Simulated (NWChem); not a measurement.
Species: SiN$_{3}$H$_{7}$; SMILES N[SiH](N)N

```xyz
11

Si    -0.0083     0.0373     0.3250
N     -0.1299     1.6634    -0.2559
N      1.2438    -1.0496    -0.1728
N     -1.4556    -0.7118    -0.2371
H      0.2451     0.2095     1.7920
H      0.4284     2.3937     0.1699
H     -0.2904     1.8507    -1.2395
H      2.1502    -1.0134     0.2784
H      1.3283    -1.3322    -1.1430
H     -2.3353    -0.2136    -0.1742
H     -1.5781    -1.7114    -0.1281
```
Atoms are numbered in this order, from 1.

Coordinates come from a PBE0/def2-SVP optimisation.

Question: Give the principal values of the shielding tensors (ppm) of Si1, N2, N4 from KT2/pcSseg-1, GIAO (NWChem), with their diamagnetic and paramagnetic parts as GIAO splits them.

Answer: 
| atom | σ11 | σ22 | σ33 | isotropic | diamagnetic | paramagnetic |
|---|---|---|---|---|---|---|
| Si1 | 352.6 | 393.9 | 457.4 | 401.3 | 884.5 | -483.2 |
| N2 | 201.0 | 217.2 | 262.6 | 226.9 | 319.2 | -92.3 |
| N4 | 195.2 | 264.4 | 265.2 | 241.6 | 317.8 | -76.2 |
